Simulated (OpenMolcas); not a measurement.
Computed levels of 4d⁸ in ions with 44 electrons, in cm-1 above ³F₄.

```yaml
Program: OpenMolcas
Method: SS-CASPT2, IPEA 0.25 Eh, imaginary shift 0.1 Eh
Basis: ANO-R2
Scalar_Hamiltonian: X2C, finite nucleus
Spin-orbit_coupling: state interaction with AMFI integrals over the reference wave functions, term energies averaged over their components
```

Active space for each ion: 8 electrons in 5 orbitals (4d); closed shells correlated by CASPT2: 4s 4p.

```json
{"Level": "³F₃", "Rh+": "2390", "Ag3+": "3990"}
{"Level": "³F₂", "Rh+": "3540", "Ag3+": "5590"}
{"Level": "³P₁", "Rh+": "11570", "Ag3+": "16030"}
{"Level": "³P₀", "Rh+": "11810", "Ag3+": "16280"}
{"Level": "¹G₄", "Rh+": "15200", "Ag3+": "20570"}
{"Level": "¹S₀", "Rh+": "35510", "Ag3+": "47700"}
```

Q: Estimate ³F₂, ³P₁, ³P₀ for Pd2+ from its neighbours Rh+ and Ag3+.

A: ³F₂ is fine structure, which grows about as the fourth power of a screened charge, so the fourth roots are averaged: ((3540^0.25 + 5590^0.25) / 2)^4 = 4478. The calculation gives 4550, so the estimate is off by -1.6 %; the measured value is 4687 (Moore, Atomic Energy Levels, vol. III, NSRDS-NBS 35 (1971 reprint of NBS Circular 467, 1958)).
³P₁ is another term, which grows about linearly with the charge: (11570 + 16030) / 2 = 13800. The calculation gives 13930, so the estimate is off by -0.9 %; the measured value is 13470 (Moore, Atomic Energy Levels, vol. III, NSRDS-NBS 35 (1971 reprint of NBS Circular 467, 1958)).
³P₀ is another term, which grows about linearly with the charge: (11810 + 16280) / 2 = 14045. The calculation gives 14180, so the estimate is off by -1.0 %; the measured value is 13699 (Moore, Atomic Energy Levels, vol. III, NSRDS-NBS 35 (1971 reprint of NBS Circular 467, 1958)).

CASPT2 does not keep the components of a term degenerate, so their means are used; among the terms shown or strongly mixed into the levels shown the widest spread is 830 cm-1 (4d⁸ ³F, Rh+). Configurations with an s electron lie low at this charge and mix in, so terms can be misplaced (holds for Rh+). Levels of configurations with an s electron are missing; early in the row they begin among the upper levels of the d shell and mix with terms of their name (holds for Pd2+). Measured partners are found by configuration, term and J. A level has none where our copy of the source lacks it or the pairing is in doubt (some pairs that miss far off the trend of their configuration count as doubtful), and it then counts in no deviation. Only configurations of the active space appear.
